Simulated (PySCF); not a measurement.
# Frontier levels across methods

Species: C2H6O2Si2.
Numbering: `[CH:1]#[C:2][Si@@H:3]([OH:4])[O:5][SiH3:6]` (hydrogens: H7 on C1; H8 on Si3; H9 on O4; H10, H11, H12 on Si6)

Structure used (PBE0-D3(BJ)/def2-SVP), in Å, numbered top down from 1:
```xyz
12
C2H6O2Si2 angstrom
C      2.0994   -1.2866    1.3481
C      1.4560   -0.3420    0.9293
Si     0.4695    1.0724    0.2949
O      1.4182    2.0644   -0.6172
O     -0.7597    0.4510   -0.6070
Si    -2.0200   -0.6147   -0.7592
H      2.6689   -2.1198    1.7209
H     -0.0577    1.8998    1.4008
H      1.9717    1.6458   -1.2830
H     -3.1092   -0.2624    0.2000
H     -1.5580   -2.0077   -0.4833
H     -2.5392   -0.5286   -2.1530
```

Basis pcSseg-1 throughout (PySCF), one geometry. Geometry: PBE0-D3(BJ)/def2-SVP, one conformer, isolated molecule.

Q: How do the orbital energies, the gap and the dipole change with the method?

A: 
| method | kind | HOMO (eV) | LUMO (eV) | gap (eV) | μ (D) | SCF cycles |
| --- | --- | --- | --- | --- | --- | --- |
| BLYP | GGA | -6.92 | -1.06 | 5.86 | 1.85 | 17 |
| B97-D | GGA | -7.06 | -1.10 | 5.97 | 1.87 | 16 |
| OPBE | GGA | -7.09 | -1.09 | 6.00 | 1.85 | 17 |
| KT3 | GGA | -7.10 | -1.19 | 5.91 | 1.81 | 17 |
| PBE | GGA | -7.11 | -1.23 | 5.88 | 1.87 | 17 |
| KT2 | GGA | -7.11 | -1.28 | 5.84 | 1.85 | 17 |
| BP86 | GGA | -7.22 | -1.31 | 5.91 | 1.88 | 17 |
| LDA | LDA | -7.30 | -1.47 | 5.83 | 1.95 | 16 |
| B3LYP | global hybrid | -8.15 | -0.48 | 7.67 | 1.96 | 15 |
| B97-2 | global hybrid | -8.15 | -0.30 | 7.85 | 1.98 | 15 |
| PBE0 | global hybrid | -8.43 | -0.28 | 8.15 | 2.00 | 15 |
| mPW1PW91 | global hybrid | -8.45 | -0.29 | 8.16 | 2.00 | 15 |
| BHandHLYP | global hybrid | -9.53 | 0.77 | 10.30 | 2.09 | 13 |
| CAM-B3LYP | range-separated hybrid | -9.79 | 0.86 | 10.65 | 2.02 | 13 |
| wB97X-D | range-separated hybrid | -10.34 | 1.53 | 11.86 | 2.03 | 14 |
| HF | Hartree–Fock | -11.23 | 3.33 | 14.56 | 2.25 | 12 |
| LC-wPBE | range-separated hybrid | -11.27 | 2.03 | 13.30 | 2.06 | 13 |

The HOMO spans 4.35 eV, from BLYP down to LC-wPBE, and the gap runs from 5.83 eV (LDA) to 14.56 eV (HF). Over the methods BLYP (0 %), B97-D (0 %), OPBE (0 %), KT3 (0 %), PBE (0 %), KT2 (0 %), BP86 (0 %), LDA (0 %), B3LYP (20 %), B97-2 (21 %), PBE0 (25 %), mPW1PW91 (25 %), BHandHLYP (50 %), HF (100 %), a straight line through the gap against the share of exact exchange rises by 0.87 eV for each 10 % (correlation coefficient 1.000). The dipole ranges from 1.81 D (KT3) to 2.25 D (HF). This basis has no diffuse functions.
